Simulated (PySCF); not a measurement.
## Electron correlation in Ge (germanium, neutral)

[Ar] 3d10 4s1 4p2 4d1, one real determinant (an excited configuration). Computed with PySCF 2.14 in aug-cc-pVQZ-PP with ECP10MDF (7s6p5d3f2g, 89 functions), with a scalar-relativistic core potential. Frozen: 3s2 3p6 3d10; 4 electrons correlated.

| level | correlation energy (mhartree) |
| --- | --- |
| CCSD | -24.48 |
| (T) | -1.84 |
| CCSD(T) | -26.32 |

Diagnostics: T1 = 0.032, D1 = 0.0885, largest double amplitude 0.240.

**Question.** Is a single reference adequate?

**Answer.** Not fully. The real determinant used has ⟨L²⟩ near 8 against 12 for a pure F term, so it mixes terms. The outer electron is Rydberg-like, and this basis confines it to a smaller radius and binds it less than a complete one would. T1 exceeds 0.03, a sign that the reference determinant is poor. A double-excitation amplitude exceeds 0.15, a sign of near-degeneracy.

The reference is one real determinant that mixes LS terms of this configuration.
